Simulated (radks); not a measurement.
Neutral xenon inside a hard spherical wall (all orbitals vanish at R), configuration held at [Xe] and not refilled when levels cross. All-electron calculation, scalar-relativistic Kohn-Sham, PBE, spin-polarised, spherical densities, finite nucleus; Fermi nuclear charge, rms radius 4.7859 fm. Program: a radial shooting solver on a logarithmic mesh with Libxc functionals. Eigenvalues in eV for spin up, with the zero of energy where the potential of the charges vanishes at infinity; a dash marks a level that is unbound or too diffuse for the functional's potential to be trusted. A positive occupied level is held by the wall or, in an anion where self-interaction has pushed it up, behind a barrier. The pressure on the wall is -dE/dV.

| R (bohr) | E (hartree) | kinetic (hartree) | e(4p) | e(4d) | e(5s) | e(5p) | e(6s, empty) | e(5d, empty) | pressure (GPa) |
|---|---|---|---|---|---|---|---|---|---|
| free | -7447.03737 | 7830.781 | -141.27 | -59.384 | -19.740 | -8.235 | - | - | 0 |
| 10 | -7447.03734 | 7830.782 | -141.27 | -59.381 | -19.737 | -8.232 | -0.040 | 1.923 | 0.00135 |
| 8 | -7447.03654 | 7830.791 | -141.22 | -59.331 | -19.695 | -8.192 | 0.880 | 2.671 | 0.0468 |
| 7 | -7447.03349 | 7830.818 | -141.08 | -59.195 | -19.583 | -8.082 | 2.041 | 3.389 | 0.285 |
| 6 | -7447.01924 | 7830.929 | -140.62 | -58.747 | -19.227 | -7.720 | 4.463 | 4.683 | 1.82 |
| 3.5 | -7446.02303 | 7835.915 | -130.07 | -48.473 | -10.882 | 2.099 | 41.427 | 21.884 | 334 |
| 3 | -7444.57681 | 7841.873 | -121.97 | -40.703 | -3.115 | 11.652 | 72.056 | 36.061 | 1170 |
| 2 | -7428.40721 | 7899.266 | -79.480 | 0.536 | 60.634 | 87.149 | 273.19 | 132.98 | 25300 |
